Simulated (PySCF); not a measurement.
**Radial density of Nb (niobium, neutral)**

UHF, [Kr] 4d3 5s2, high-spin 4F determinant (an excited configuration). Computed with PySCF 2.14 in x2c-QZVPPall (13s8p7d3f2g, 111 functions), with scalar relativity by spin-free X2C-1e.

```
r (bohr)  4πr²ρ (e/bohr)  4πr²(ρα − ρβ)
  0.0360           47.68        -0.0041
  0.0606           45.08        -0.0061
   0.102           62.77         0.0336
   0.171           47.45         0.2026
   0.288           43.89         0.3264
   0.485           35.53         0.0295
   0.816           10.54         0.4222
    1.37           8.260         1.7101
    2.31           2.115         1.0994
    3.88          0.6892         0.1414
    6.53         0.09838        -0.0235
    11.0        0.001384        -0.0008
```

Densities and radii are taken from the X2C orbitals without a picture-change correction, which distorts them close to the nucleus.

(1) Where is the radial spin density 4πr²(ρα − ρβ) most negative, and why is it negative at all?

## Answers

(1) Around r = 6.53 bohr, down to -0.0235 e/bohr: exchange with the open shell polarises the paired shells in an unrestricted calculation.
